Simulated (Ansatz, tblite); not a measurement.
Adding an electron: the cluster Cu2Sn2⁺ (the lowest doublet isomer of a short search). The state is a doublet with charge 1. Geometry: PBE-D4/def2-SVP. Ansatz, gas phase; energy differences of separate SCF runs; the reduced species is a singlet (the triplet lies 0.77 eV higher at PBE0-D4/def2-TZVP).

Cartesian coordinates in Å:
```
Cu 1.1349 -1.0057 -0.3038
Cu -0.4123 0.7151 -1.3079
Sn -1.3369 -0.8793 0.5532
Sn 0.6144 1.1700 1.0585
```

In the def2 sets Sn takes a core potential; there is no spin–orbit coupling. The xTB rows come from tblite. The structure comes from a short search, and lower isomers may exist.

```json
{"level": "GFN1-xTB", "−HOMO (eV)": "–", "−LUMO (eV)": "–", "vertical EA (eV)": "12.24", "HOMO–LUMO gap (eV)": "–"}
{"level": "GFN2-xTB", "−HOMO (eV)": "–", "−LUMO (eV)": "–", "vertical EA (eV)": "10.89", "HOMO–LUMO gap (eV)": "–"}
{"level": "PBE-D4/def2-TZVP", "−HOMO (eV)": "9.58", "−LUMO (eV)": "8.84", "vertical EA (eV)": "6.51", "HOMO–LUMO gap (eV)": "0.74"}
{"level": "r2SCAN-D4/def2-TZVP", "−HOMO (eV)": "9.85", "−LUMO (eV)": "8.57", "vertical EA (eV)": "6.46", "HOMO–LUMO gap (eV)": "1.27"}
{"level": "PBE0-D4/def2-TZVP", "−HOMO (eV)": "10.44", "−LUMO (eV)": "8.06", "vertical EA (eV)": "6.49", "HOMO–LUMO gap (eV)": "2.37"}
```

  HOMO and LUMO are the levels of the spin that leaves or enters (xTB has no such levels and no spin-polarisation term). Other spin states of the ions may lie lower, which would lower the ionisation energy or raise the affinity. Raw xTB energy differences between charge states are shifted by several eV; the methods need an empirical correction for them.
